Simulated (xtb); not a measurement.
C2H10OSi3, SMILES [C@@H]1([SiH3])[SiH2]C[SiH2]O1. All values are semi-empirical tight-binding results from xtb (GFN2-xTB unless named), good for trends rather than for accurate numbers. Coordinates come from a GFN2-xTB optimisation. The structure was generated by enumeration; whether it is a known compound was not checked. The values are those of a single conformer.

Optimised geometry:

```xyz
16

Si     2.2254     0.5699    -0.5970
C      0.8431    -0.1264     0.5158
O     -0.0311     0.9794     0.7803
Si    -1.5937     0.9927     0.3559
C     -1.8795    -0.7787    -0.2977
Si    -0.1810    -1.6097    -0.1585
H      2.8546     1.7161     0.0585
H      1.6345     0.9924    -1.8679
H      3.2088    -0.4937    -0.8229
H      1.2798    -0.3991     1.4847
H     -2.3574     1.2881     1.5661
H     -1.7918     1.9932    -0.6941
H     -2.2377    -0.7715    -1.3242
H     -2.6343    -1.3033     0.2828
H      0.3558    -2.0542    -1.4485
H     -0.1548    -2.7133     0.8090
```

```yaml
orbital_gap: 4.78 eV
dipole_moment: 1.13 D
zero_point_energy: 65.3 kcal/mol
G − E(el) at 298.15 K (modified RRHO): 43.4 kcal/mol
static polarisability (D4 model): 111.1 bohr³
solvation energy, GFN2-xTB/ALPB(water): 1.0 kcal/mol
solvation energy, GFN2-xTB/ALPB(hexane): -2.5 kcal/mol
```

Computed atomic charges and the Wiberg bond orders between heavy atoms:
charges (e) Si1 0.45, C2 -0.10, O3 -0.41, Si4 0.53, C5 -0.26, Si6 0.46, H7 -0.09, H8 -0.10, H9 -0.11, H10 0.00, H11 -0.10, H12 -0.10, H13 0.02, H14 0.02, H15 -0.10, H16 -0.10. Bond orders Si1–C2 0.88, C2–O3 0.96, O3–Si4 1.18, Si4–C5 0.87, C2–Si6 0.86, C5–Si6 0.94.
